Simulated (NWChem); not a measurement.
# Atomisation of ClIn

```
In
Cl 1 2.4486
```
Charge 0, spin multiplicity 1.

Program: NWChem. Structure: optimised with PBE/def2-SVP with def2 effective core potentials on In, a minimum by its harmonic frequencies.

Basis set: def2-TZVP. The atomisation energy is electronic alone: no zero-point, thermal, spin-orbit or counterpoise terms. No value is extrapolated to the basis-set limit. Free atoms are single determinants with multiplicities In 2, Cl 2.

Effective core potentials replace the inner electrons of In; spin-orbit coupling is left out. B3LYP has NWChem's definition, with VWN1-RPA local correlation. The structure started from a generated list of species. The stability of the SCF solutions was not checked. Open-shell Hartree-Fock references start from PBE0 orbitals.

Order these methods by the atomisation energy they give, lowest first: HF, B3LYP, PBE, PBE0, TPSS.

HF (78.4 kcal/mol), B3LYP (103.6 kcal/mol), PBE0 (105.4 kcal/mol), TPSS (107.2 kcal/mol), PBE (108.2 kcal/mol)
